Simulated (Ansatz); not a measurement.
## Worked example: C2H11NSi2 → C2H7NSi + SiH4

Species: C2H11NSi2 `CC[SiH](N)[SiH3]`, singlet; C2H7NSi `CC[Si]N`, singlet; SiH4 `[SiH4]`, singlet. 

Shapes, held fixed at every level: PBE0-D4/def2-TZVP. Flexible molecules stand in one conformer, not always the lowest. Programs: Ansatz 0.2.0. The zero-point and thermal change to 298 K, harmonic and unscaled (PBE0-D4/def2-TZVP), is -5.5 kJ/mol.

At CCSD(T)/CBS estimate; 1 Eh = 2625.50 kJ/mol:

| species | energy (Eh) |
| --- | --- |
| C2H11NSi2 | -715.617843 |
| C2H7NSi | -424.097142 |
| SiH4 | -291.463062 |

Question: Work out ΔH(298 K) of the reaction at this level.

Answer: 
1. Products less reactants: (-424.097142) + (-291.463062) − [(-715.617843)] = 0.057639 Eh = +151.3 kJ/mol.
2. With the thermal change: +151.3 + (-5.5) = +145.8 kJ/mol.

Other levels give +135.4 (MP2/def2-SVP) to +161.2 kJ/mol (PBE0-D4/def2-TZVPP). No measured value is set beside it here. The CBS estimate extrapolates MP2 from def2-TZVPP and def2-QZVPP and adds CCSD(T) − MP2 in the triple-zeta set, cores frozen.
